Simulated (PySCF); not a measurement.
Compound: C₇H₈FS (doublet state).
Z-matrix (Å and degrees, GFN2-xTB geometry), rows numbered from 1:
```
C 
C   1  1.3190
C   2  1.5062  1  124.38
C   3  1.4851  2  111.57  1  -123.41
C   4  1.4341  3  119.22  2  -156.17
S   5  1.9230  4  106.47  3    69.20
C   6  1.7539  5   93.33  4   -55.67
F   7  1.3473  6  112.73  5  -154.86
C   7  1.3280  6  127.44  5    23.62
H   1  1.0764  2  121.83  3  -179.49
H   1  1.0781  2  121.97  3     0.61
H   2  1.0813  1  120.94  3   179.05
H   3  1.1026  2  108.22  1    -2.72
H   4  1.0770  3  118.72  2     6.13
H   5  1.0877  4  114.75  3   -43.64
H   5  1.0846  4  115.11  3  -175.60
H   9  1.0799  3  116.31  2   -61.78
```

The hyperfine couplings belong to this conformer and change with its torsions.

Identity: `C=C[C@@H]1[CH]CSC(F)=C1` [radical].

Method: PySCF 2.14.0, UKS B3LYP, pcH-1 on C F H S, non-relativistic, mean-field spin-orbit, GIAO. One conformer (not necessarily the lowest) at the GFN2-xTB geometry, without solvent, vibrations or thermal averaging. Couplings are sensitive to structure, and on GFN2-xTB geometries they can be far from those on DFT ones. The SCF solution wasn't tested for stability.

(1) What is the g tensor, term by term?

(2) What are the electron Larmor frequencies g μB B/h along the three axes at 1200 mT?

(3) What effective moment and Curie constant follow for a powder?

(4) In a frozen sample, at which fields do the three g values resonate at 9.5, 34, 94 and 263 GHz (hyperfine left aside), and which band first spreads them over more than twice a line width of 1.0 mT?

Results:

(1) 
```json
{"Δg (ppm)": "relativistic mass correction", "1": "-171", "2": "-171", "3": "-171"}
{"Δg (ppm)": "gauge correction", "1": "33", "2": "4", "3": "43"}
{"Δg (ppm)": "orbital Zeeman/spin–orbit", "1": "-2993", "2": "286", "3": "2975"}
{"Δg (ppm)": "total", "1": "-3130", "2": "119", "3": "2848"}
```

So g = 1.99919, 2.00244, 2.00517 and g_iso = 2.00226; the tensor is rhombic: the two nearest values differ by 46 % of g3 − g1. Axes: g2 points within 5° of the C5–S6 bond.

(2) 33.5774, 33.6319, 33.6778 GHz for g1, g2 and g3, a range of 100.4 MHz.

(3) With the mean of g² = 4.0091 and S(S+1) = 0.75: μ_eff = √(⟨g²⟩S(S+1)) = 1.734 μB and χT = 0.12505·⟨g²⟩·S(S+1) = 0.376 cm³ K/mol (cgs; spin-Hamiltonian part alone).

(4) 
| band | GHz | B(g3) mT | B(g2) mT | B(g1) mT | spread mT |
| --- | --- | --- | --- | --- | --- |
| X | 9.5 | 338.50 | 338.96 | 339.51 | 1.01 |
| Q | 34.0 | 1211.48 | 1213.13 | 1215.10 | 3.62 |
| W | 94.0 | 3349.39 | 3353.95 | 3359.41 | 10.02 |
| J | 263.0 | 9371.17 | 9383.94 | 9399.19 | 28.02 |

The spread grows in proportion to the frequency. Q band is the first where it exceeds 2.0 mT.

The largest Mulliken spin populations are on C4 (+0.92), S6 (+0.19), C5 (-0.09) and C3 (-0.07). The positive populations add up to 1.20 and the negative ones to -0.20, together 2S = 1. The angles at C4 add up to 357.6°, so it is nearly planar; its axial dipolar tensor and the negative coupling of its proton fit spin in a p orbital normal to that plane.

The HOMO–LUMO gaps are 5.28 eV among the α and 3.77 eV among the β orbitals.
